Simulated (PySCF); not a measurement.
A structure optimised at PBE0-D3(BJ)/def2-TZVPD, used in a PySCF frequency run:

```
S
F 1 1.5949
```
Charge 0, spin multiplicity 2.

Problem. Write its SMILES, formula and point group.

Solution. F[S], FS, C∞v

Problem. What are its rotational constants (standard atomic weights)?

Solution. 16.655 GHz (linear rotor, B only)
